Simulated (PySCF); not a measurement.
## Frontier levels across methods

Species: CH6Al2Cl2O.
Z-matrix (Å and degrees, PBE0-D3(BJ)/def2-SVP geometry), rows numbered from 1:
```
C 
O   1  1.3879
Al  2  1.6858  1  140.66
Cl  3  2.3172  2  108.81  1   -48.32
Al  4  2.3108  3   90.78  2   108.70
Cl  5  2.3128  4   89.36  3     1.39
H   1  1.1065  2  112.63  3    26.62
H   1  1.1034  2  110.23  3   146.56
H   1  1.1049  2  111.25  3   -94.24
H   3  1.5646  2  122.69  1   179.60
H   5  1.5773  4  108.15  3  -107.49
H   5  1.5765  4  108.24  3   110.47
```

Basis pcSseg-1 throughout (PySCF), one geometry. One conformer (not necessarily the lowest) at the PBE0-D3(BJ)/def2-SVP geometry, without solvent, vibrations or thermal averaging.

**Question.** How do the orbital energies, the gap and the dipole change with the method?

**Answer.** 
```json
{"method": "BLYP", "kind": "GGA", "HOMO (eV)": "-6.54", "LUMO (eV)": "-1.27", "gap (eV)": "5.26", "μ (D)": "0.97", "SCF cycles": "15"}
{"method": "OPBE", "kind": "GGA", "HOMO (eV)": "-6.63", "LUMO (eV)": "-1.22", "gap (eV)": "5.42", "μ (D)": "0.94", "SCF cycles": "15"}
{"method": "PBE", "kind": "GGA", "HOMO (eV)": "-6.66", "LUMO (eV)": "-1.44", "gap (eV)": "5.21", "μ (D)": "0.97", "SCF cycles": "15"}
{"method": "B97-D", "kind": "GGA", "HOMO (eV)": "-6.70", "LUMO (eV)": "-1.27", "gap (eV)": "5.43", "μ (D)": "0.98", "SCF cycles": "15"}
{"method": "KT2", "kind": "GGA", "HOMO (eV)": "-6.77", "LUMO (eV)": "-1.55", "gap (eV)": "5.22", "μ (D)": "0.95", "SCF cycles": "15"}
{"method": "KT3", "kind": "GGA", "HOMO (eV)": "-6.77", "LUMO (eV)": "-1.40", "gap (eV)": "5.37", "μ (D)": "0.92", "SCF cycles": "15"}
{"method": "BP86", "kind": "GGA", "HOMO (eV)": "-6.77", "LUMO (eV)": "-1.46", "gap (eV)": "5.32", "μ (D)": "0.99", "SCF cycles": "16"}
{"method": "LDA", "kind": "LDA", "HOMO (eV)": "-6.80", "LUMO (eV)": "-1.70", "gap (eV)": "5.09", "μ (D)": "1.03", "SCF cycles": "14"}
{"method": "B97-2", "kind": "global hybrid", "HOMO (eV)": "-7.93", "LUMO (eV)": "-0.64", "gap (eV)": "7.29", "μ (D)": "1.00", "SCF cycles": "12"}
{"method": "B3LYP", "kind": "global hybrid", "HOMO (eV)": "-7.94", "LUMO (eV)": "-0.85", "gap (eV)": "7.08", "μ (D)": "1.01", "SCF cycles": "13"}
{"method": "PBE0", "kind": "global hybrid", "HOMO (eV)": "-8.20", "LUMO (eV)": "-0.69", "gap (eV)": "7.51", "μ (D)": "1.01", "SCF cycles": "12"}
{"method": "mPW1PW91", "kind": "global hybrid", "HOMO (eV)": "-8.24", "LUMO (eV)": "-0.69", "gap (eV)": "7.56", "μ (D)": "1.02", "SCF cycles": "12"}
{"method": "CAM-B3LYP", "kind": "range-separated hybrid", "HOMO (eV)": "-9.64", "LUMO (eV)": "0.26", "gap (eV)": "9.90", "μ (D)": "1.05", "SCF cycles": "12"}
{"method": "BHandHLYP", "kind": "global hybrid", "HOMO (eV)": "-9.68", "LUMO (eV)": "0.11", "gap (eV)": "9.79", "μ (D)": "1.06", "SCF cycles": "12"}
{"method": "wB97X-D", "kind": "range-separated hybrid", "HOMO (eV)": "-10.12", "LUMO (eV)": "1.02", "gap (eV)": "11.14", "μ (D)": "1.03", "SCF cycles": "13"}
{"method": "LC-wPBE", "kind": "range-separated hybrid", "HOMO (eV)": "-11.04", "LUMO (eV)": "1.34", "gap (eV)": "12.37", "μ (D)": "1.08", "SCF cycles": "12"}
{"method": "HF", "kind": "Hartree–Fock", "HOMO (eV)": "-11.91", "LUMO (eV)": "2.11", "gap (eV)": "14.02", "μ (D)": "1.12", "SCF cycles": "10"}
```

The HOMO spans 5.37 eV, from BLYP down to HF, and the gap runs from 5.09 eV (LDA) to 14.02 eV (HF). Over the methods BLYP (0 %), OPBE (0 %), PBE (0 %), B97-D (0 %), KT2 (0 %), KT3 (0 %), BP86 (0 %), LDA (0 %), B97-2 (21 %), B3LYP (20 %), PBE0 (25 %), mPW1PW91 (25 %), BHandHLYP (50 %), HF (100 %), a straight line through the gap against the share of exact exchange rises by 0.88 eV for each 10 % (correlation coefficient 0.999). The dipole ranges from 0.92 D (KT3) to 1.12 D (HF). This basis has no diffuse functions.
